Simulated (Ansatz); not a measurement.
Isomers of ZnCu$_{2}$⁻ (doublet), relaxed with r2SCAN-D4/def2-TZVPD; total energies from Ansatz at r2SCAN0-D4/def2-TZVPD.

```tsv
isomer	description	energy (Eh)
A	point group C2v; 2 × Cu–Zn 2.55 to 2.56 Å; 1 × Cu–Cu 2.31 Å	-5060.29665
B	point group D∞h; 2 × Cu–Zn 2.40 Å	-5060.29351
```

B: The highest occupied level of the charge -1 doublet lies above zero (up to 0.29 eV). The electron is either unbound and held by the finite basis, or the level is raised by self-interaction error.

The isomers come from a short search, and lower ones may exist.

Problem. Work out the relative energies (1 Eh = 2625.5 kJ/mol) and the Boltzmann populations at 500 K from electronic energies alone (R = 8.314 J/mol/K).

Solution. ΔE: A 0.0, B 8.2 kJ/mol. RT = 4.16 kJ/mol. Factors exp(−ΔE/RT): A 1, B 0.139; sum 1.139. Populations: A 87.8 %, B 12.2 %. Zero-point energy, vibrational entropy and symmetry numbers are left out and can shift these; an error of 4 kJ/mol changes a ratio by a factor of 2.6. Over the other density-functional and correlated levels in def2 sets, the gap between A and B ranges from 2 to 15 kJ/mol.
